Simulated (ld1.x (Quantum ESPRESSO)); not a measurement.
## BLYP PAW dataset for Cs, scalar-relativistic all-electron reference.

| Property | Result |
| --- | --- |
| Element | Cs (Z = 55) |
| Generator | ld1.x (Quantum ESPRESSO) 7.5 |
| Type | PAW |
| Functional | BLYP |
| Relativity | scalar-relativistic |
| Frozen core | [Kr] 4d10 |
| Valence charge | 9 |
| Reference configuration | 5s2 5p6 5d0 6s0.75 6p0.25 |
| Partial waves | 5s (bound): rcut 2.25, rcutus 2.40 bohr; 6s (bound): rcut 2.25, rcutus 2.40 bohr; 5p (bound): rcut 3.20, rcutus 4.15 bohr; 6p (bound): rcut 3.20, rcutus 4.15 bohr; 5d (bound, empty): rcut 2.94, rcutus 3.12 bohr; 5d channel at 0.3 Ry: rcut 2.94, rcutus 3.12 bohr |
| Local potential | all-electron potential smoothed inside 3.50 bohr (lloc = -1) |
| Core correction | Bessel-smoothed model core, default radius (core density twice the valence density) |
| Augmentation charge | PSQ, inside the norm-conserving radii |

Poles of the logarithmic derivatives, all-electron (AE) and pseudo (PS). s: poles at 0.7, 4.0 (AE) and 0.7, 3.8 (PS) Ry. p: poles at -1.0, 1.3, 4.7 (AE) and -1.0, 0.6 (PS) Ry. d: poles at 0.3, 2.5 (AE) and 0.3, 2.5 (PS) Ry. Test radius 4.48 bohr.

* Configuration tests: test run stopped at test 6 of 7 (negative rho)
* Lowest eigenvalue of the overlap operator: -0.13 (p channel); it is negative, so in a basis up to 400 Ry S is not positive definite and the file is unfit for use
* Density cutoff estimated by the generator: 69 Ry

The ghost test of this file was not conclusive. Its overlap operator is not positive definite in a basis up to 400 Ry (lowest eigenvalue p -0.13), so the file is unfit for use: the generalised eigenproblem breaks down once the basis is large enough, and its test numbers describe a broken file.
